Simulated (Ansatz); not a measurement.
The same path of AlCl$_{2}$FH$_{2}$ (6 atoms, charge 0, multiplicity 1) was run twice with different band settings. Lost on the way: Al1–H2, F5–H6. Made: H2–H6.

Computed with RKS PBE-D4/cc-pVDZ in Ansatz 0.2.0.

Relaxed end points:

```xyz
6
Properties=species:S:1:pos:R:3
Al 0.010 0.071 0.075
H 0.008 0.600 1.583
Cl 1.835 0.102 -1.044
Cl -1.828 0.034 -1.024
F 0.050 -1.901 0.768
H 0.053 -1.806 1.713
```

```xyz
6
Properties=species:S:1:pos:R:3
Al 0.022 -0.694 -0.302
H 0.016 0.196 1.795
Cl 1.835 0.272 -0.803
Cl -1.831 0.205 -0.783
F 0.054 -2.311 0.216
H 0.032 -0.567 1.949
```

Common settings: movable images 7; climbing image yes; spring 5.0 eV/Å²; start path through a guess of the saddle point; force threshold 0.05 eV/Å; iteration limit 60; end points relaxed.

| run | optimiser | largest step |
| --- | --- | --- |
| 1 | quadratic models (default) | default |
| 2 | fire | 0.02 Å |

Question: What does each run give, and how far can it be trusted?

Answer: Run 1: converged after 8 iterations, highest image 0.058 eV above the first end. A vibrational analysis at the climbing image gives one clearly imaginary mode, 392i cm⁻¹: a first-order saddle point.
Run 2: converged after 30 iterations, highest image 0.058 eV above the first end. Another band between the same ends (7 images) ends at a top of the same energy, where a vibrational analysis finds 1 clearly imaginary mode.
The orbitals stay closed-shell, which can raise the energy where a bond breaks towards radicals; this wasn't checked here.
